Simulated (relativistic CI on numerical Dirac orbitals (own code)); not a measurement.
# Electric-dipole transitions in Eu51+

Calculated at this level of theory: Dirac-Coulomb-Breit CI, KLI orbitals optimised for each configuration, model QED (radiative potential, 1s self-energy scaled to tabulated hydrogen-like ionisation energies), unscaled Slater integrals (own radial code, finite nucleus).

Configuration list (outside the closed core [Ne]): 3s2, 3s.3p, 3p2, 3s.3d, 3d2, 3p.3d, 3p.4s, 3d.4s, 3s.4s, 3s.4p, 3s.4d, 3s.4f, 3s.5s, 3s.5p, 3s.5d, 4s2, 3s.5f, 3s.5g, 3s.6s, 3s.6p, 3s.6d. Levels of other configurations are missing.

| λ vac (Å) | Lower | Upper | A (s⁻¹) | E lower (Ry) | E upper (Ry) |
| --- | --- | --- | --- | --- | --- |
| 4.5020 | 3s.3d 3D_3 [11] | 3s.5f 3F°_4 [70] | 3.93e+13 | 36.490 | 238.902 |
| 5.5480 | 3s.3p 3P°_1 [3] | 3s.4d 3D_2 [45] | 4.18e+13 | 8.861 | 173.113 |
| 5.9331 | 3s.3p 3P°_2 [5] | 3s.4d 3D_3 [46] | 5.46e+13 | 20.692 | 174.282 |
| 6.0188 | 3s.3p 1P°_1 [6] | 3s.4d 1D_2 [47] | 4.87e+13 | 23.008 | 174.412 |
| 6.3543 | 3s.3d 3D_1 [9] | 3s.4f 3F°_2 [48] | 9.55e+13 | 33.609 | 177.018 |
| 6.3750 | 3s.3d 3D_2 [10] | 3s.4f 3F°_3 [49] | 9.43e+13 | 34.203 | 177.147 |
| 6.4607 | 3s.3d 3D_3 [11] | 3s.4f 3F°_4 [50] | 1.12e+14 | 36.490 | 177.537 |
| 6.4883 | 3s.3d 1D_2 [12] | 3s.4f 1F°_3 [51] | 9.69e+13 | 37.567 | 178.014 |
| 13.897 | 3s.4d 3D_2 [45] | 3s.5f 3F°_3 [69] | 1.69e+13 | 173.113 | 238.684 |
| 14.101 | 3s.4d 1D_2 [47] | 3s.5f 1F°_3 [71] | 1.78e+13 | 174.412 | 239.039 |
| 14.102 | 3s.4d 3D_3 [46] | 3s.5f 3F°_4 [70] | 1.90e+13 | 174.282 | 238.902 |
| 14.626 | 3s.4f 3F°_2 [48] | 3s.5g 3G_3 [72] | 2.94e+13 | 177.018 | 239.324 |
| 14.651 | 3s.4f 3F°_3 [49] | 3s.5g 3G_4 [73] | 2.93e+13 | 177.147 | 239.346 |
| 14.712 | 3s.4f 3F°_4 [50] | 3s.5g 3G_5 [74] | 3.17e+13 | 177.537 | 239.477 |
| 14.812 | 3s.4f 1F°_3 [51] | 3s.5g 1G_4 [75] | 3.01e+13 | 178.014 | 239.537 |
| 35.958 | 3s.3p 3P°_1 [3] | 3s.3d 3D_2 [10] | 7.17e+11 | 8.861 | 34.203 |
| 39.607 | 3s2 1S_0 [1] | 3s.3p 1P°_1 [6] | 7.45e+11 | 0.000 | 23.008 |
| 41.143 | 3s.3d 3D_2 [10] | 3p.3d 3F°_3 [21] | 6.20e+11 | 34.203 | 56.352 |
| 42.622 | 3s.3p 1P°_1 [6] | 3p2 3P_2 [15] | 5.68e+11 | 23.008 | 44.388 |
| 42.625 | 3s.3d 3D_3 [11] | 3p.3d 3F°_4 [23] | 4.21e+11 | 36.490 | 57.869 |

Terms are leading LS components. Brackets give the number of a level in order of energy, since labels repeat. The list gives strong lines, with weight on those to low levels, without lines whose two gauges differ by over a factor of 2.5. Levels whose partners in the same complex of configurations lie outside the list can be far off, and so can their lines. Rates are taken at the computed energies, electric ones in the length gauge.

At this charge energies of transitions that change n are usually good to better than 1 %, and those within a shell (Δn = 0) to a few per cent.

Question: From the table, what is the radiative lifetime of 3s.5f 3F°_4?

Answer: The listed rates from this level add up to about 5.82e+13 s⁻¹, 100 % of its decay; with all channels τ = 1.72e-14 s.

LS names give the leading component of a level, which can be under half, so a name can repeat, a term be missing and a line seem to break the LS rules.
